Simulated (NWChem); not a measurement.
System: C₃H₇NSi; SMILES N[Si@@H](C#C)C

NWChem printed, in part:

```
             Northwest Computational Chemistry Package (NWChem) 7.3.0
             --------------------------------------------------------

 C1  symmetry detected

                             Geometry "geometry" -> ""
                             -------------------------

 Output coordinates in angstroms (scale by  1.889725989 to convert to a.u.)

  No.       Tag          Charge          X              Y              Z
 ---- ---------------- ---------- -------------- -------------- --------------
    1 C                    6.0000     0.08288628    -2.61441651    -0.19284670
    2 C                    6.0000     0.02501629    -1.40887466     0.03937212
    3 Si                  14.0000    -0.03399350     0.40005394     0.40731487
    4 C                    6.0000     1.45929899     1.27869531    -0.32323926
    5 N                    7.0000    -1.48318475     1.01509643    -0.35485608
    6 H                    1.0000     0.13493296    -3.67503276    -0.40141397
    7 H                    1.0000     0.02250644     0.52266512     1.91505213
    8 H                    1.0000     2.39717576     0.87419048     0.10742171
    9 H                    1.0000     1.48623440     1.14498477    -1.42274138
   10 H                    1.0000     1.42540816     2.36564657    -0.10214696
   11 H                    1.0000    -1.65733621     2.02200731    -0.27983638
   12 H                    1.0000    -2.35392857     0.50668350    -0.17446767

 Effective nuclear repulsion energy (a.u.)     203.4246811483

                                 NWChem DFT Module
                                 -----------------

 Summary of "ao basis" -> "ao basis" (spherical)
 ------------------------------------------------------------------------------
       Tag                 Description            Shells   Functions and Types
 ---------------- ------------------------------  ------  ---------------------
 C                           6-31g*                  6       14   3s2p1d
 Si                          6-31g*                  8       18   4s3p1d
 N                           6-31g*                  6       14   3s2p1d
 H                           6-31g*                  2        2   2s

            General Information
            -------------------
          SCF calculation type: DFT
          Wavefunction type:  closed shell.
          No. of atoms     :    12
          No. of electrons :    46
           Alpha electrons :    23
            Beta electrons :    23
          Charge           :     0
          Spin multiplicity:     1
          Use of symmetry is: off; symmetry adaption is: off
          Maximum number of iterations: 150
          AO basis - number of functions:    88
                     number of shells:    46
          Convergence on energy requested:  1.00D-06
          Convergence on density requested:  1.00D-05
          Convergence on gradient requested:  5.00D-04

              XC Information
              --------------
                        M06-L Method XC Functional
                         M06-L Exchange Functional  1.000
                       M06-L Correlation Potential  1.000

             Grid Information
             ----------------
          Grid used for XC integration:  medium
          Radial quadrature: Mura-Knowles
          Angular quadrature: Lebedev.
          Tag              B.-S. Rad. Rad. Pts. Rad. Cut. Ang. Pts.
          ---              ---------- --------- --------- ---------
          C                   0.70       49          12.0       434
          Si                  1.10       88          10.0       590
          N                   0.65       49          12.0       434
          H                   0.35       45          13.0       434
          Grid pruning is: on
          Number of quadrature shells:   599
          Spatial weights used:  Erf1

      Superposition of Atomic Density Guess
      -------------------------------------

 Sum of atomic energies:        -459.57943599

      Non-variational initial energy
      ------------------------------

 Total energy =    -462.000791
 1-e energy   =   -1032.954224
 2-e energy   =     367.528752
 HOMO         =      -0.321003
 LUMO         =       0.018255

     ---------------------------------------------
      Total Density - Mulliken Population Analysis
     ---------------------------------------------

    Atom       Charge   Shell Charges
 -----------   ------   -------------------------------------------------------
    1 C    6     6.16   2.00  0.75  1.80  0.63  0.95  0.03
    2 C    6     6.36   2.00  0.75  1.91  0.76  0.90  0.02
    3 Si  14    13.11   2.00  2.00  5.97  0.91  1.48  0.21  0.35  0.20
    4 C    6     6.98   2.00  0.72  2.09  0.72  1.43  0.02
    5 N    7     8.23   2.00  0.82  2.65  0.84  1.90  0.01
    6 H    1     0.72   0.42  0.30
    7 H    1     1.10   0.47  0.63
    8 H    1     0.74   0.45  0.29
    9 H    1     0.75   0.45  0.30
   10 H    1     0.74   0.45  0.29
   11 H    1     0.56   0.40  0.16
   12 H    1     0.56   0.40  0.16

   convergence    iter        energy       DeltaE   RMS-Dens  Diis-err
 ---------------- ----- ----------------- --------- --------- ---------
 d= 0,ls=0.0,diis     1   -462.6387308157 -6.66D+02  1.15D-02  4.51D-01
 d= 0,ls=0.0,diis     2   -462.6275588869  1.12D-02  7.86D-03  5.47D-01
 d= 0,ls=0.0,diis     3   -462.6674754339 -3.99D-02  3.78D-03  1.97D-01
 d= 0,ls=0.0,diis     4   -462.6861094757 -1.86D-02  1.56D-03  5.95D-02
 d= 0,ls=0.0,diis     5   -462.6937799180 -7.67D-03  3.87D-04  7.63D-04
  Resetting Diis
 d= 0,ls=0.0,diis     6   -462.6938668192 -8.69D-05  1.36D-04  1.39D-04
 d= 0,ls=0.0,diis     7   -462.6938852443 -1.84D-05  5.59D-05  1.05D-05
 d= 0,ls=0.0,diis     8   -462.6938838259  1.42D-06  3.66D-05  2.03D-05
 d= 0,ls=0.0,diis     9   -462.6938862187 -2.39D-06  1.19D-05  3.21D-06
 d= 0,ls=0.0,diis    10   -462.6938866387 -4.20D-07  2.58D-06  9.44D-08

         Total DFT energy =     -462.693886638693
      One electron energy =    -1038.048476948707
           Coulomb energy =      418.611348742418
    Exchange-Corr. energy =      -46.681439580747
 Nuclear repulsion energy =      203.424681148344

 Numeric. integr. density =       46.000002877092

                       DFT Final Molecular Orbital Analysis
                       ------------------------------------

 Vector   21  Occ=2.000000D+00  E=-2.471888D-01
              MO Center=  5.2D-02, -1.9D+00, -7.2D-02, r^2= 1.8D+00
   Bfn.  Coefficient  Atom+Function         Bfn.  Coefficient  Atom+Function
  ----- ------------  ---------------      ----- ------------  ---------------
     3      0.374767   1 C  px               17      0.366007   2 C  px
     7      0.236409   1 C  px               21      0.217860   2 C  px
     5      0.165029   1 C  pz               19      0.164392   2 C  pz
     9      0.102653   1 C  pz               23      0.090799   2 C  pz
    66      0.087420   5 N  s                63      0.061826   5 N  px

 Vector   22  Occ=2.000000D+00  E=-2.430021D-01
              MO Center=  7.3D-02, -1.7D+00, -3.8D-02, r^2= 2.5D+00
   Bfn.  Coefficient  Atom+Function         Bfn.  Coefficient  Atom+Function
  ----- ------------  ---------------      ----- ------------  ---------------
     5      0.365724   1 C  pz               19      0.344736   2 C  pz
     9      0.234169   1 C  pz               23      0.201828   2 C  pz
     3     -0.153818   1 C  px               17     -0.143395   2 C  px
    78     -0.120302   7 H  s                 7     -0.096890   1 C  px
    21     -0.091484   2 C  px               65     -0.090670   5 N  pz

 Vector   23  Occ=2.000000D+00  E=-2.200070D-01
              MO Center= -1.2D+00,  9.1D-01, -1.5D-01, r^2= 2.0D+00
   Bfn.  Coefficient  Atom+Function         Bfn.  Coefficient  Atom+Function
  ----- ------------  ---------------      ----- ------------  ---------------
    65      0.518909   5 N  pz               69      0.450469   5 N  pz
    78     -0.276170   7 H  s                66     -0.155795   5 N  s
    77     -0.136770   7 H  s                62     -0.093773   5 N  s
    52      0.090657   4 C  s                41      0.090188   3 Si pz
    49     -0.076365   4 C  px               39     -0.075461   3 Si px

 Vector   24  Occ=0.000000D+00  E=-8.996890D-03
              MO Center= -3.0D-02, -1.3D+00,  6.5D-02, r^2= 3.9D+00
   Bfn.  Coefficient  Atom+Function         Bfn.  Coefficient  Atom+Function
  ----- ------------  ---------------      ----- ------------  ---------------
     7      0.517413   1 C  px               39     -0.429487   3 Si px
    66     -0.424870   5 N  s                21     -0.404042   2 C  px
     3      0.392226   1 C  px               17     -0.296023   2 C  px
    52      0.267225   4 C  s                35     -0.234908   3 Si px
    86      0.158291  11 H  s                84     -0.135720  10 H  s

[...]

                         DFT ENERGY GRADIENTS

    atom               coordinates                        gradient
                 x          y          z           x          y          z
   1 C       0.156632  -4.940531  -0.364427    0.000522  -0.013705  -0.002736
   2 C       0.047274  -2.662387   0.074403   -0.000427   0.015338   0.002969
   3 Si     -0.064238   0.755992   0.769713    0.001293   0.002244  -0.003009
   4 C       2.757675   2.416384  -0.610834   -0.001009  -0.001059   0.000244
   5 N      -2.802813   1.918254  -0.670581    0.003109  -0.001944  -0.005105
   6 H       0.254986  -6.944805  -0.758562    0.000497  -0.008658  -0.001672
   7 H       0.042531   0.987694   3.618924    0.000461   0.000731   0.009200
   8 H       4.530005   1.651980   0.202998    0.006737  -0.003860   0.004122
   9 H       2.808576   2.163707  -2.688591   -0.000688  -0.001696  -0.008663
  10 H       2.693631   4.470424  -0.193030   -0.001249   0.008233   0.002534
  11 H      -3.131911   3.821040  -0.528814   -0.001081   0.009860   0.000536
  12 H      -4.448280   0.957493  -0.329696   -0.008165  -0.005483   0.001579
```

Level: M06-L/6-31G* (spherical d). All runs use the structure optimised with PBE-D3(BJ)/def2-SVP. Not confirmed as a minimum by frequencies.

Task: Which NWChem input produces such a log?

Result: This is not unique; one that fits is the input that was run:
```
start job
memory heap 200 mb stack 900 mb global 1100 mb
geometry units angstroms noautoz
  C      0.127015    -2.604207    -0.200516
  C      0.046383    -1.398738     0.025202
  Si    -0.047006     0.410639     0.383699
  C      1.439489     1.310805    -0.334407
  N     -1.497633     0.997721    -0.397552
  H      0.199135    -3.664760    -0.403351
  H     -0.009499     0.541199     1.891361
  H      2.379106     0.924105     0.108638
  H      1.481002     1.172448    -1.432880
  H      1.384940     2.398052    -0.118973
  H     -1.689435     2.001906    -0.329356
  H     -2.361721     0.475613    -0.224423
end
basis spherical
  C library 6-31g*
  Si library 6-31g*
  N library 6-31g*
  H library 6-31g*
end
dft
  xc m06-l
  iterations 150
  mulliken
end
task dft gradient
```
